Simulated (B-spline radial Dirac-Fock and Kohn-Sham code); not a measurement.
# Run log: Fe

ΔSCF core binding energies without Breit or QED terms, calculated with a radial atomic solver. Keys: rel is the Hamiltonian (dirac, or spin-free x2c and nr, where L3 and M5 stand for the whole 2p and 3d shells), method is hf or an exchange,correlation pair (spin-unpolarised, also for the hole states), nuc the nuclear model, radius_factor scales its radius, rmax is the box in bohr, h the logarithmic mesh step, order the B-spline order, points the quadrature points per cell, c_factor scales the speed of light, and damp, ndamp, maxit and tol steer the iteration. The run stops when the commutator error falls below 10·tol·max(1, Z/10), or the numerical noise floor, and the energy has settled to about 1e-8 Ha; the virial ratio is −V/T.

Input (task.json):

```json
{"items": [{"Z": 26, "q": 0, "cfg": [[1, 0, 2], [2, 0, 2], [2, 1, 6], [3, 0, 2], [3, 1, 6], [3, 2, 6], [4, 0, 2]], "A": 56, "rrms": 3.7377, "do": "settings", "holes": ["K", "L3", "M5"],
  "settings": [{"rel": "dirac", "method": "hf", "nuc": "fermi", "radius_factor": 1.0, "rmax": 45.0, "h": 0.3, "order": 8, "points": 10, "c_factor": 1.0, "maxit": 81, "damp": 0.995, "ndamp": 100, "tol": 1e-08}]}]}
```

Command: `python xray2_run.py task.json out`

Ground-state iterations:

```
iter   energy (Ha)        error
   1    -1258.33825692  9.61e-01
   2    -1264.65571802  6.28e-01
   3    -1264.73844017  6.24e-01
   4    -1264.82022257  6.20e-01
   5    -1264.90107497  6.15e-01
   6    -1264.98100705  6.11e-01
   7    -1265.06002837  6.07e-01
   8    -1265.13814843  6.03e-01
   9    -1265.21537662  5.98e-01
  10    -1265.29172224  5.94e-01
  11    -1265.36719454  5.90e-01
  12    -1265.44180263  5.86e-01
  13    -1265.51555558  5.82e-01
  14    -1265.58846235  5.78e-01
  15    -1265.66053182  5.74e-01
  23    -1266.20798324  5.42e-01
  31    -1266.70669998  5.11e-01
  39    -1267.16067834  4.81e-01
  47    -1267.57361382  4.53e-01
  55    -1267.94892093  4.26e-01
  63    -1268.28975252  4.00e-01
  71    -1268.59901811  3.76e-01
  79    -1268.87940142  3.52e-01
  81    -1268.94527873  3.47e-01
```

The ground state had not converged after 81 iterations, with total energy -1268.94528 Ha, virial ratio 1.95471 and highest orbital energy 21.03 eV. ΔSCF binding energies: K (1s) 7147.0 eV, L3 (2p3/2) 728.2 eV (not all states converged, so these are not final). Holes are computed only in closed shells, and unreliable hole states are left out.

Q: One setting is unsound. Which, and why?

A: damp is so close to 1 that the orbitals hardly move in each step. With the default settings (Dirac Hartree-Fock): The ground state converged in 12 iterations, with total energy -1271.39205 Ha, virial ratio 1.98564 and highest orbital energy -7.18 eV. ΔSCF binding energies: K (1s) 7135.5 eV, L3 (2p3/2) 722.9 eV. Holes are computed only in closed shells, and unreliable hole states are left out.
